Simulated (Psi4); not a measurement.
CH$_{4}$N, doublet, geometry from GFN2-xTB, with bond 4-2 at 1.6 times its length. Base run: Psi4 with B3LYP/6-31G.

Input for Psi4:
```
memory 2 GB

molecule mol {
0 2
  C     0.050903    0.606579    0.040885
  N     0.002142   -0.786418    0.062737
  H    -0.956248    1.058042    0.013970
  H    -0.790568   -1.365617   -1.240302
  H     0.585541    0.964132    0.922197
  H     0.543592    0.991691   -0.868973
}

set basis 6-31g
set reference uks

energy('b3lyp')
print_variables()
```

Each row names what was changed in the base input (with any setting that the change needs).

```tsv
change	ΔE vs base (µEh)	SCF cycles	grid points	basis functions
base	0.0	12	130260	26
guess = core	0.0	14	130260	26
dft_nuclear_scheme = becke	1.4	12	129555	26
dft_nuclear_scheme = stratmann	2.3	12	121408	26
dft_radial_points = 35	6.3	12	61848	26
guess = huckel	0.0	12	130260	26
diis_max_vecs = 15	0.0	12	130260	26
scf_initial_accelerator = none	0.0	12	130260	26
guess = sapgau	0.0	12	130260	26
e_convergence = 1e-4	0.0	12	130260	26
puream = true	-37.1	12	130260	26
d_convergence = 1e-10	0.0	17	130260	26
scf_type = cd	-4.5	12	130260	26
```

Open shells are given as the SCF converged; they aren't shown to be the lowest states, and a large step between rows can be another state.
